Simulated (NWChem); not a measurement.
Species: CF$_{3}$NOSi; SMILES O=C=N[Si](F)(F)F

```xyz
7

O      3.2931    -0.1711     0.0417
C      2.1230    -0.1122     0.0275
N      0.9218    -0.0524     0.0130
Si    -0.7508     0.0387    -0.0075
F     -1.3479    -1.0290    -1.0147
F     -1.3352    -0.2473     1.4373
F     -1.2179     1.4820    -0.4654
```
Atoms are numbered in this order, from 1.

The geometry was optimised at B3LYP/6-31G* (spherical d).

Question: Give the principal values of the shielding tensors (ppm) of O1, C2, N3, Si4, F5 from Hartree-Fock/6-31G* (spherical d), GIAO (NWChem), with their diamagnetic and paramagnetic parts as GIAO splits them.

Answer: 
| atom | σ11 | σ22 | σ33 | isotropic | diamagnetic | paramagnetic |
|---|---|---|---|---|---|---|
| O1 | 123.6 | 123.7 | 401.2 | 216.2 | 396.1 | -179.9 |
| C2 | -23.0 | -23.0 | 281.0 | 78.4 | 261.2 | -182.8 |
| N3 | 191.6 | 191.6 | 350.7 | 244.6 | 322.8 | -78.2 |
| Si4 | 550.0 | 550.0 | 555.5 | 551.9 | 874.2 | -322.3 |
| F5 | 329.6 | 335.7 | 438.3 | 367.9 | 469.8 | -102.0 |
